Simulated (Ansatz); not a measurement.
Basis-set extrapolation for H7OPSi2, SMILES `O[SiH2]P[SiH3]` (PBE0-D4/def2-TZVP geometry, frozen core, the Gaussian-basis code of Ansatz). Multiplicity 1, RHF reference.

```json
{"": "HF", "def2-TZVPP": "-997.666864", "def2-QZVPP": "-997.698612"}
{"": "MP2 correlation", "def2-TZVPP": "-0.653036", "def2-QZVPP": "-0.704423"}
{"": "CCSD(T) correlation", "def2-TZVPP": "-0.737911", "def2-QZVPP": "not run"}
```

Energies in hartree. Use E(X) = E(∞) + A·exp(−7.88·√X) for Hartree–Fock and E(X) = E(∞) + B·X^(−2.97) for correlation, with X = 3 and 4, and add CCSD(T) minus MP2 of the smaller set to the MP2 limit.

Problem. What is the CCSD(T) energy at the basis-set limit?

Solution. HF limit: -997.698612 + (-0.031748) × 0.13774 = -997.70298. MP2 limit: -0.704423 + (-0.051387) × 0.74074 = -0.74249. Higher-order term: -0.737911 − (-0.653036) = -0.08488. Total: -998.53035 hartree, 78.8 kcal/mol below CCSD(T)/def2-TZVPP.
